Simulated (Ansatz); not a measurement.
These are frozen-core CCSD(T)/cc-pVTZ // PBE0-D3(BJ)/def2-TZVP run with Ansatz (a program for electronic structure) values and carry that method's errors.

Ansatz 0.2 input:
```yaml
crystal:
  periodic: [false, false, false]
  atoms:
    - { symbol: F, position_ang: [-0.991568, -1.089186, -0.510512] }
    - { symbol: Si, position_ang: [0.008027, -0.006535, 0.039403] }
    - { symbol: F, position_ang: [-0.639463, 1.411823, -0.167361] }
    - { symbol: F, position_ang: [1.32703, -0.075067, -0.814571] }
    - { symbol: H, position_ang: [0.295974, -0.241035, 1.453042] }
basis:
  gaussian: { orbitals: cc-pVTZ }
correlation:
  method: ccsd_t
```

Output:

```
Functional definition: HF
845 factors; integrals over basis functions are off by at most 8.6e-4 eV
mean field evaluation 1: about -16002.2468 eV, gradient 4.1e1 eV
mean field evaluation 2: about -16002.3811 eV, gradient 4.1e1 eV
mean field evaluation 4: about -16005.0578 eV, gradient 1.8e0 eV
mean field evaluation 8: about -16005.0804 eV, gradient 4.8e-2 eV
mean field evaluation 16: about -16004.0616 eV, gradient 2.6e1 eV
mean field -16005.08041152 eV, -588.1758564903 hartree, gradient 1.5e-6 eV, S^2 0.000000; 0 other end points of the search recorded, 0 dependent functions left out
8 core orbitals not correlated
reference -16005.08041152 eV, -588.1758564903 hartree; 13, 13 occupied and 117, 117 virtual orbitals, 845 factors
second order -23.62908444 eV of doubles, -0.00000000 eV of singles
cycle   1  -23.25867003 eV  change    3.7e-1 eV  update   9.1e-2
cycle   2  -23.69702528 eV  change   -4.4e-1 eV  update   2.5e-2
cycle   3  -23.79767103 eV  change   -1.0e-1 eV  update   1.2e-2
cycle   4  -23.77840115 eV  change    1.9e-2 eV  update   2.2e-3
cycle   5  -23.77716645 eV  change    1.2e-3 eV  update   9.2e-4
cycle   6  -23.77794969 eV  change   -7.8e-4 eV  update   2.3e-4
cycle   7  -23.77779622 eV  change    1.5e-4 eV  update   7.7e-5
cycle   8  -23.77775402 eV  change    4.2e-5 eV  update   1.6e-5
cycle   9  -23.77775769 eV  change   -3.7e-6 eV  update   5.9e-6
perturbative correction -0.66370765 eV, -0.0243908063 hartree
Total energy: -16029.52187686 eV, -589.0740637744 hartree
```

Cost: about 14 core-seconds (a rough figure).
